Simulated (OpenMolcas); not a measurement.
Os4+: input and output

Input:

```
&GATEWAY
Coord
1

Os 0.0 0.0 0.0
Basis=ANO-R2
Group=XYZ
NoMove
AngMom=0.0 0.0 0.0
AMFI
&SEWARD
* reference wave functions (RASSCF and RASSI steps not shown): 4 electrons in 10 orbitals (5d 6d)
>>> COPY JOB001 $Project.JobIph
&CASPT2
Multistate=5 1 2 3 4 5
Frozen=14 16
IPEA=0.25
Imaginary=0.1
MaxIter=60
WThr=0.0 0.3 0.05
PrWF=0.5
NoMix
>>> COPY JOB002 $Project.JobIph
&CASPT2
Multistate=45 1 2 3 4 5 6 7 8 9 10 11 12 13 14 15 16 17 18 19 20 21 22
23 24 25 26 27 28 29 30 31 32 33 34 35 36 37 38 39 40 41 42 43 44 45
Frozen=14 16
IPEA=0.25
Imaginary=0.1
MaxIter=60
WThr=0.0 0.3 0.05
PrWF=0.5
NoMix
>>> COPY JOB003 $Project.JobIph
&CASPT2
Multistate=50 1 2 3 4 5 6 7 8 9 10 11 12 13 14 15 16 17 18 19 20 21 22
23 24 25 26 27 28 29 30 31 32 33 34 35 36 37 38 39 40 41 42 43 44 45 46
47 48 49 50
Frozen=14 16
IPEA=0.25
Imaginary=0.1
MaxIter=60
WThr=0.0 0.3 0.05
PrWF=0.5
NoMix
```

Output, cut to the results:

```
--- CASPT2 ---
Orbital specifications:
      -----------------------

      Symmetry species                           1   2
                                                ag  au
      Frozen orbitals                           14  16
      Inactive orbitals                          1   3
      Active orbitals                           10   0
      Secondary orbitals                        17  20
      Deleted orbitals                           0   0
      Number of basis functions                 42  39
Type of calculation                        MS-CASPT2
      Fock operator                              state-specific
      IPEA shift                                 0.25
      Real shift                                 0.00
      Imaginary shift                            0.10
      The input orbitals will be transformed to quasi-canonical
Reference energy:      -17246.9307826772
      E2 (Non-variational):      -0.2633410514
      Shift correction:          -0.0000791737
      E2 (Variational):          -0.2634202250
      Total energy:          -17247.1942029023
      Residual norm:              0.0000001357
      Reference weight:           0.95953
      Contributions to the CASPT2 correlation energy
      Active & Virtual Only:         -0.0275524276
      One Inactive Excited:          -0.1329039008
      Two Inactive Excited:          -0.1028847230
Reference energy:      -17246.9307826772
      E2 (Non-variational):      -0.2633322451
      Shift correction:          -0.0000791531
      E2 (Variational):          -0.2634113982
      Total energy:          -17247.1941940754
      Residual norm:              0.0000001356
      Reference weight:           0.95953
      Contributions to the CASPT2 correlation energy
      Active & Virtual Only:         -0.0275497277
      One Inactive Excited:          -0.1328976229
      Two Inactive Excited:          -0.1028848945
::    CASPT2 Root  1     Total energy: -17247.19420290
::    CASPT2 Root  2     Total energy: -17247.19419408
::    CASPT2 Root  3     Total energy: -17247.19420920
::    CASPT2 Root  4     Total energy: -17247.19421162
::    CASPT2 Root  5     Total energy: -17247.19417869
::    MS-CASPT2 Root  1     Total energy: -17247.19422089
::    MS-CASPT2 Root  2     Total energy: -17247.19421807
::    MS-CASPT2 Root  3     Total energy: -17247.19419764
::    MS-CASPT2 Root  4     Total energy: -17247.19418215
::    MS-CASPT2 Root  5     Total energy: -17247.19417774
--- CASPT2 ---
Orbital specifications:
      -----------------------

      Symmetry species                           1   2
                                                ag  au
      Frozen orbitals                           14  16
      Inactive orbitals                          1   3
      Active orbitals                           10   0
      Secondary orbitals                        17  20
      Deleted orbitals                           0   0
      Number of basis functions                 42  39
Type of calculation                        MS-CASPT2
      Fock operator                              state-specific
      IPEA shift                                 0.25
      Real shift                                 0.00
      Imaginary shift                            0.10
      The input orbitals will be transformed to quasi-canonical
Reference energy:      -17246.8496728319
      E2 (Non-variational):      -0.2715365686
      Shift correction:          -0.0001035058
      E2 (Variational):          -0.2716400744
      Total energy:          -17247.1213129063
      Residual norm:              0.0000002659
      Reference weight:           0.95654
      Contributions to the CASPT2 correlation energy
      Active & Virtual Only:         -0.0324088875
      One Inactive Excited:          -0.1390694807
      Two Inactive Excited:          -0.1000582004
Reference energy:      -17246.8496728319
      E2 (Non-variational):      -0.2716306751
      Shift correction:          -0.0001042998
      E2 (Variational):          -0.2717349749
      Total energy:          -17247.1214078068
      Residual norm:              0.0000002523
      Reference weight:           0.95645
      Contributions to the CASPT2 correlation energy
      Active & Virtual Only:         -0.0324308467
      One Inactive Excited:          -0.1391227403
      Two Inactive Excited:          -0.1000770881
::    CASPT2 Root  1     Total energy: -17247.12131291
::    CASPT2 Root  2     Total energy: -17247.12140781
::    CASPT2 Root  3     Total energy: -17247.12121499
::    CASPT2 Root  4     Total energy: -17247.12114008
::    CASPT2 Root  5     Total energy: -17247.12116443
::    CASPT2 Root  6     Total energy: -17247.12117205
::    CASPT2 Root  7     Total energy: -17247.12116787
::    CASPT2 Root  8     Total energy: -17247.12117673
::    CASPT2 Root  9     Total energy: -17247.12119655
::    CASPT2 Root 10     Total energy: -17247.12123888
::    CASPT2 Root 11     Total energy: -17247.12117908
::    CASPT2 Root 12     Total energy: -17247.12112061
::    CASPT2 Root 13     Total energy: -17247.12108778
::    CASPT2 Root 14     Total energy: -17247.12108709
::    CASPT2 Root 15     Total energy: -17247.11502257
::    CASPT2 Root 16     Total energy: -17247.11531277
::    CASPT2 Root 17     Total energy: -17247.11526310
::    CASPT2 Root 18     Total energy: -17247.11521980
::    CASPT2 Root 19     Total energy: -17247.11502215
::    CASPT2 Root 20     Total energy: -17247.11514392
::    CASPT2 Root 21     Total energy: -17247.11503238
::    CASPT2 Root 22     Total energy: -17247.10596665
::    CASPT2 Root 23     Total energy: -17247.10586673
::    CASPT2 Root 24     Total energy: -17247.10587956
::    CASPT2 Root 25     Total energy: -17247.10599036
::    CASPT2 Root 26     Total energy: -17247.10590123
::    CASPT2 Root 27     Total energy: -17247.10581342
::    CASPT2 Root 28     Total energy: -17247.10586534
::    CASPT2 Root 29     Total energy: -17247.10593671
...
```

Levels above the lowest, from the spin-orbit matrix with the multistate effective Hamiltonian, averaged by term, added to it:

| Configuration | Term | J | E (cm-1) | Measured (cm-1) | g | Term weight % | Second |
| --- | --- | --- | --- | --- | --- | --- | --- |
| 5d4 | 5D | 0 | 0.0 | 0.0 |  | 64 | 32 3P(1) |
| 5d4 | 5D | 1 | 4370 | 4311 | 1.499 | 84 | 15 3P(1) |
| 5d4 | 5D | 2 | 8220 | 8083 | 1.476 | 92 | 3 3P(1) |
| 5d4 | 5D | 3 | 11240 | 11018 | 1.456 | 87 | 7 3F(1) |
| 5d4 | 5D | 4 | 13330 | 12966 | 1.400 | 70 | 22 3F(1) |
| 5d4 | 3P(1) | 0 | 18850 |  |  | 52 | 35 5D |
| 5d4 | 3H | 4 | 21260 | 20374 | 0.972 | 57 | 14 5D |
| 5d4 | 3G | 3 | 24950 | 23942 | 0.905 | 61 | 25 3F(1) |
| 5d4 | 3P(1) | 1 | 25420 | 24680 | 1.396 | 77 | 12 5D |
| 5d4 | 3F(1) | 2 | 25440 |  | 0.815 | 67 | 18 1D(1) |
| 5d4 | 3H | 5 | 26420 | 25344 | 1.072 | 77 | 23 3G |
| 5d4 | 3H | 6 | 28860 | 27669 | 1.126 | 75 | 25 1I |
| 5d4 | 3G | 4 | 31050 |  | 1.048 | 49 | 23 3H |
| 5d4 | 3P(1) | 2 | 31340 |  | 1.298 | 49 | 38 3D |
| 5d4 | 3F(1) | 4 | 33040 |  | 1.132 | 35 | 27 1G(1) |
| 5d4 | 3F(1) | 3 | 33490 |  | 1.137 | 45 | 32 3D |
| 5d4 | 3D | 3 | 35900 |  | 1.121 | 42 | 27 3G |
| 5d4 | 1D(1) | 2 | 37620 |  | 1.125 | 31 | 25 3P(1) |
| 5d4 | 3G | 5 | 38410 | 37016 | 1.162 | 77 | 23 3H |
| 5d4 | 3D | 1 | 39830 | 38536 | 0.621 | 88 | 8 3P(1) |
| 5d4 | 1I | 6 | 40850 | 39284 | 1.041 | 75 | 25 3H |
| 5d4 | 3D | 2 | 45730 |  | 1.146 | 25 | 22 1D(1) |
| 5d4 | 1G(1) | 4 | 45780 |  | 1.077 | 46 | 21 3F(2) |
| 5d4 | 1S(1) | 0 | 45950 |  |  | 75 | 16 3P(1) |

Against the 12 measured excited levels shown (the list in Palmeri et al., Atoms 14, 22 (2026)) the mean absolute deviation is 830 cm-1; the largest miss in energy is 5d4 1I6: computed 40850, measured 39284 cm-1 (+4.0 %).

CASPT2 does not keep the components of a term degenerate, so their means are used; among the terms shown or strongly mixed into the levels shown the widest spread is 1100 cm-1 (5d4 1I). Active for correlation alone: 6d; no level in the range computed is led by a configuration that fills it, so any true level of that kind is missing. The CASPT2 spread within a term exceeds the gap to the next term for 5d4 3H and 5d4 3P(1), 5d4 3D and 5d4 1I, so the order of their levels is uncertain. Computed and measured levels are paired by configuration, term and J; levels that our copy of the source lacks, or whose pairing is in doubt (as where it misses far off the trend of its configuration), stay unpaired and out of the deviations. Levels of configurations outside the active space are missing. The first state left out of the spin-orbit step lies near 280000 cm-1 above the lowest spin-free state of the reference (among the parities and spins computed), and the list stops at four fifths of that energy or lower. The table shows the lowest 24 of 34 levels.

The term weight is that of the spin-free term in the level, not the purity of its configuration. A number in round brackets counts repeated terms of one configuration in the order of the reference energies.
